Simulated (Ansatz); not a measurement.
`C1[O][AlH][SiH2]1`. Charge 0, multiplicity 1. The structure was optimised at the PBE0-D4/def2-TZVP level.

```xyz
9

C    -0.414   -0.182   -0.982
O    -1.281   -0.793   -0.008
Al   -0.570   -0.469    1.528
Si    1.004    0.618    0.063
H    -0.975    0.556   -1.564
H    -0.046   -0.944   -1.677
H    -1.163   -0.942    2.916
H     1.089    2.101   -0.061
H     2.356    0.057   -0.215
```

(1) What is the dipole moment at PBE/def2-TZVPP? (Best estimate.)

(2) And with r2SCAN, B3LYP, ωB97M-V? (An estimate is asked.)

(3) Give the Mulliken charges with PBE, ωB97M-V, B3LYP in def2-TZVPP. (An estimate is asked.)

Results:

(1) The calculation gave: 0.88 D, with components (0.69, 0.40, 0.38) D in this frame, pointing from negative to positive charge.

(2) Computed: r2SCAN 0.94 D, B3LYP 1.12 D, ωB97M-V 1.17 D.

(3) Computed: 
```csv
atom,PBE,ωB97M-V,B3LYP
C1,-0.02,-0.10,-0.03
O2,-0.32,-0.38,-0.39
Al3,0.35,0.38,0.40
Si4,0.01,0.02,0.08
H5,0.08,0.10,0.09
H6,0.08,0.10,0.09
H7,-0.09,-0.08,-0.11
H8,-0.05,-0.02,-0.07
H9,-0.05,-0.02,-0.07
```

B3LYP here is the variant with VWN-RPA as its local correlation; programs differ in this.
